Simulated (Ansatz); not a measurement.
SnCl₂ (the lowest singlet isomer of a short search), 3 atoms. Hardware: 4 threads of Arm Neoverse V2 on a shared host.

In the def2 sets Sn takes a core potential; there is no spin–orbit coupling. Correlated methods freeze 14 core orbitals; core or outer-core shells of Sn are correlated, in sets that lack core-valence functions. In CCSD on the charge 0 quintet the largest single amplitude is 0.15, so its Hartree–Fock determinant may place the open shell otherwise than the density functionals do.

**Question.** How many basis functions does each of these Ansatz runs have, and roughly what does it cost? r2SCAN-D4/def2-TZVP, charge 0 triplet, energy, from earlier orbitals; CCSD(T)/def2-TZVPP, charge 0 quintet, energy, from earlier orbitals; PBE-D4/def2-TZVP, charge 0 triplet, energy, from earlier orbitals; PBE-D4/def2-TZVPD, charge 0 singlet, energy, from earlier orbitals; r2SCAN-D4/def2-TZVP, charge 0 singlet, relaxation, 3 steps; PBE0-D4/def2-TZVP, charge 0 singlet, energy, from earlier orbitals; PBE0-D4/def2-TZVP, charge 0 unrestricted singlet, energy, from earlier orbitals; BLYP-D4/def2-TZVP, charge 0 triplet, energy, from earlier orbitals; RPA@PBE/def2-TZVP, charge 0 singlet, energy, from earlier orbitals; CCSD(T)/def2-TZVPP, charge 0 singlet, energy, from earlier orbitals; PBE-D4/def2-TZVP, charge 0 quintet, energy, from earlier orbitals; PBE0-D4/def2-TZVP, charge 1 doublet at the geometry of the charge 0 singlet, energy.

**Answer.** Other jobs shared the machine, so times can vary by a factor of up to 3. A dash marks memory too small to be measured apart from the calling script's.

| run | functions | fitting or Cholesky vectors | wall time | peak host memory (GiB) |
| --- | --- | --- | --- | --- |
| PBE-D4/def2-TZVPD, charge 0 singlet, energy, from earlier orbitals | 148 | 964 | 1 s | – |
| PBE0-D4/def2-TZVP, charge 0 singlet, energy, from earlier orbitals | 124 | 997 | 1.2 s | – |
| PBE-D4/def2-TZVP, charge 0 triplet, energy, from earlier orbitals | 124 | 900 | 1.2 s | – |
| BLYP-D4/def2-TZVP, charge 0 triplet, energy, from earlier orbitals | 124 | 900 | 1.2 s | – |
| PBE-D4/def2-TZVP, charge 0 quintet, energy, from earlier orbitals | 124 | 900 | 1.2 s | – |
| RPA@PBE/def2-TZVP, charge 0 singlet, energy, from earlier orbitals | 124 | 904 | 1.4 s | – |
| PBE0-D4/def2-TZVP, charge 0 unrestricted singlet, energy, from earlier orbitals | 124 | 997 | 2.2 s | – |
| PBE0-D4/def2-TZVP, charge 1 doublet at the geometry of the charge 0 singlet, energy | 124 | 997 | 2.3 s | – |
| CCSD(T)/def2-TZVPP, charge 0 singlet, energy, from earlier orbitals | 134 | 976 | 2.5 s | – |
| r2SCAN-D4/def2-TZVP, charge 0 singlet, relaxation, 3 steps | 124 | 900 | 3.1 s | – |
| r2SCAN-D4/def2-TZVP, charge 0 triplet, energy, from earlier orbitals | 124 | 900 | 3.2 s | – |
| CCSD(T)/def2-TZVPP, charge 0 quintet, energy, from earlier orbitals | 134 | 971 | 10 s | 1 |
